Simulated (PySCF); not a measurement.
Computed shifts of a molecule CH5ClFNSi, HF/pcSseg-1 (PySCF), GIAO, gas phase, atoms alike by connectivity averaged where their shifts nearly agree, in ppm (number of nuclei): ¹⁵N: 24.3 (1). ²⁹Si: -13.1 (1). ¹³C: 71.2 (1). ¹⁹F: -254.2 (1). ¹H: 5.05 (1), 4.47 (2), 1.84 (1), 1.56 (1). References: ¹⁵N against NH3 (σ = 267.3 ppm); ²⁹Si against TMS (σ = 393.8 ppm); ³⁵Cl against HCl (σ = 958.2 ppm); ¹³C against TMS (σ = 192.6 ppm); ¹⁹F against CFCl3 (σ = 238.5 ppm); ¹H against TMS (σ = 31.99 ppm), references at their B3LYP-D3(BJ)/def2-TZVP geometries, non-relativistic (without spin–orbit terms, shifts of atoms bonded to Cl or Br come out too high). Coordinates come from a B3LYP-D3(BJ)/def2-SVP optimisation. Other conformers were not sampled.

Which molecule gave these data?
A) CN[Si@H](F)Cl
B) NC[Si@H](F)Cl
C) C[Si@@](N)(F)Cl
D) N[Si@@H](Cl)CF

D, N[Si@@H](Cl)CF
